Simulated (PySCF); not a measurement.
An unknown shows these calculated signals:

$^{1}$H NMR (400 MHz, computed): δ 7.33 (d, 1H), 6.37 (m, 1H), 6.20 (t, 1H), 4.68 (m, 2H), 3.14 (m, 2H).

$^{13}$C{$^{1}$H} NMR (computed): δ 159.1 (CH), 158.8 (C), 137.0 (CH), 137.0 (CH), 134.7 (C), 44.8 (CH2).

Relativity neglected, one conformer, isolated molecule, one averaged value for each set of equivalent atoms. PBE0/pcSseg-1 with gauge-including orbitals; geometry from GFN2-xTB; PySCF 2.14.0 with density-fitted response routines.

Shifts are taken against calculated references (same method and geometry level): $^{1}$H (σref 31.72) and $^{13}$C (σref 186.93) vs TMS.

**Question.** Which of these does the molecule contain: a benzene ring, a non-aromatic C=C double bond, a Si–H bond, a CF3 group, an aldehyde, a tert-butyl group?

**Answer.** 
- A benzene ring: no.
- A non-aromatic C=C double bond: yes.
- A Si–H bond: yes (δH 4.68 (m)).
- A CF3 group: yes (δC 134.7).
- An aldehyde: no.
- A tert-butyl group: no.

The data belong to `C1=CC(CC(F)(F)F)=C[SiH2]1`, C$_{6}$H$_{7}$F$_{3}$Si; they needn't prove each group on their own.

Carbon signals by region: 5 in the sp2 and nitrile region (100–160 ppm), 1 below 50 ppm.

Splittings by $^{19}$F in the carbon and heteronuclear signals aren't shown, as no couplings were computed. Shifts are as computed. Against solution values, carbons near 30 ppm lie about +3 ppm off and those near 130 ppm about +5 ppm. Of 1211 compounds with measured shifts, 218 miss one by over three times the rms of a fit or turn the order of signals round; such compounds aren't used in these exercises. No couplings were computed; multiplicities are counted from neighbouring protons, with m where these are inequivalent, close in shift, in a saturated or five-membered ring or joined by F or P, and br s for small geminal =CH2 splittings.
